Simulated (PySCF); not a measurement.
Computed shifts of a molecule CH5FOSi, B3LYP/pcSseg-1 (PySCF), GIAO, gas phase, equivalent atoms averaged, in ppm (number of nuclei): ²⁹Si: -7.3 (1). ¹³C: 2.5 (1). ¹⁹F: -157.5 (1). ¹H: 4.96 (1), 2.26 (1), 0.50 (3). References: ²⁹Si against TMS (σ = 338.7 ppm); ¹³C against TMS (σ = 181.3 ppm); ¹⁷O against H2O (σ = 333.8 ppm); ¹⁹F against CFCl3 (σ = 161.7 ppm); ¹H against TMS (σ = 31.68 ppm), references at their B3LYP-D3(BJ)/def2-TZVP geometries, non-relativistic. Coordinates come from a B3LYP-D3(BJ)/def2-SVP optimisation. Other conformers were not sampled.

Which molecule gave these data?
A. CO[SiH2]F
B. C[SiH](O)F
C. O[SiH2]CF
D. OC[SiH2]F

B, C[SiH](O)F
